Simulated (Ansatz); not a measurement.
Saddle point of TiGeH8O4, singlet (TiGeH₈O₄ ([OH][TiH]([OH])([OH])[OH][GeH3]) → TiGeH₆O₄ ([OH][Ti]([OH])([OH])[O][GeH3]) + H₂; bonds formed: H2–H3; dative contacts that become bonds: O4–Ti5; bonds broken: H2–Ti5, H3–O4), PBE0-D4/def2-TZVP structure:

```
14
angstrom
Ge -1.8038 -0.4293 1.3948
H 1.1739 -1.5716 -0.2853
H 0.5433 -1.2963 0.4772
O -0.0369 -0.4221 1.0725
Ti 0.8971 0.2891 -0.5702
O 1.7550 -0.0507 -2.1130
O -0.6789 0.9973 -1.1397
O 1.9784 1.4583 0.2619
H -2.5187 -1.1454 0.2406
H -2.2550 1.0270 1.5418
H -1.9717 -1.2059 2.7112
H 2.0161 -0.8441 -2.5791
H -0.8154 1.2439 -2.0573
H 1.7167 1.9494 1.0447
```

Energies are electronic, without zero-point energy. Barriers and step energies count from the start structure reached by relaxing down the imaginary mode; all methods use the PBE0-D4 structures, on which another method's saddle can fall below an end. Ansatz 0.2.0; basis: def2-TZVPP, with def2-QZVPP for the basis limit; cores frozen in the correlated methods. Filled d shells of the heavier atoms are correlated. The def2 sets are not built for correlating such inner shells, so the correlated values are less sure here. B3LYP uses VWN-RPA correlation. Extrapolation: Hartree–Fock as exp(−7.88 √X), correlation as X^−2.97.

| method | barrier (kcal/mol) | step energy (kcal/mol) |
| --- | --- | --- |
| SPW92 | 2.18 | -19.40 |
| PBE-D4 | 5.54 | -26.05 |
| BLYP-D4 | ? | -28.10 |
| r2SCAN-D4 | 6.57 | -25.74 |
| B97M-V | 11.07 | -21.86 |
| PBE0-D4 | 9.79 | -23.93 |
| B3LYP-D4 | 11.44 | -26.06 |
| r2SCAN0-D4 | 10.48 | -23.69 |
| BHLYP-D4 | 16.50 | -23.68 |
| CAM-B3LYP-D4 | 12.50 | -24.27 |
| wB97X-V | 12.56 | -23.60 |
| wB97M-V | ? | -21.75 |
| B2PLYP | 9.73 | -27.28 |
| PBE-QIDH | ? | -24.48 |
| RPA on PBE | 11.78 | -23.45 |
| HF | 23.10 | -26.13 |
| MP2 | 9.28 | -26.96 |
| CCSD | 15.03 | -23.24 |
| CCSD(T) | 11.85 | -24.21 |

Problem. Fill in the withheld barriers. (To be estimated.)

Solution. The calculation gives: PBE-QIDH 10.47; wB97M-V 13.60; BLYP-D4 8.46 kcal/mol. Each is the energy of the saddle less that of the start structure, by the same method.

For comparison, the barrier by CCSD(T) at an estimated basis limit (MP2 extrapolated from triple and quadruple zeta, plus CCSD(T) − MP2 in triple zeta) is 11.37 kcal/mol.

The T1 diagnostic stays at or below 0.022.

Labels in which every atom is bracketed show which atoms are joined, not bond orders.

For scale, one of the runs: CCSD(T)/def2-TZVPP, 348 basis functions, launched by `ansatz run in.yaml --threads 4 --pin off --events-out ev --progress --plain --max-ram 66560MiB --backend cuda --devices 0, --max-vram 37GiB`. Hardware: 4 CPU threads of an AMD EPYC 7R13 and a share of one NVIDIA H100, shared host. Wall time 24 s; peak host memory 0.87 GiB.
